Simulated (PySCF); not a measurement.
## B⁺ (boron, charge +1) across methods

[He] 2s1 3s1, high-spin 3S determinant (an excited configuration). Computed with PySCF 2.14 in aug-cc-pwCVDZ (5s4p2d, 27 functions), with no relativity, point nucleus.

| method | E (hartree) | mean ε 1s β (eV) | mean ε 2s α (eV) | mean ε 3s α (eV) | Σ⟨r²⟩ (bohr²) | ⟨S²⟩ |
| --- | --- | --- | --- | --- | --- | --- |
| LDA | -23.4681 | -201.28 | -26.128 | -7.239 | 30.37 | 2.000 |
| r2SCAN | -23.7491 | -206.58 | -26.697 | -7.222 | 31.21 | 2.000 |
| UHF | -23.69591 | -231.76 | -31.767 | -8.749 | 31.45 | 2.000 |
| PBEsol | -23.5959 | -202.18 | -26.204 | -7.234 | 30.72 | 2.000 |
| HSE06 | -23.7340 | -210.20 | -27.402 | -7.376 | 30.70 | 2.000 |
| M06-2X | -23.7655 | -217.34 | -28.764 | -8.405 | 29.25 | 2.000 |
| PBE | -23.7222 | -203.27 | -26.368 | -7.272 | 30.48 | 2.000 |
| PBE0 | -23.7308 | -210.61 | -27.821 | -7.721 | 30.77 | 2.000 |
| BHandHLYP | -23.7609 | -218.37 | -29.089 | -7.918 | 30.78 | 2.000 |

The outer electron is Rydberg-like, and this basis confines it to a smaller radius and binds it less than a complete one would.
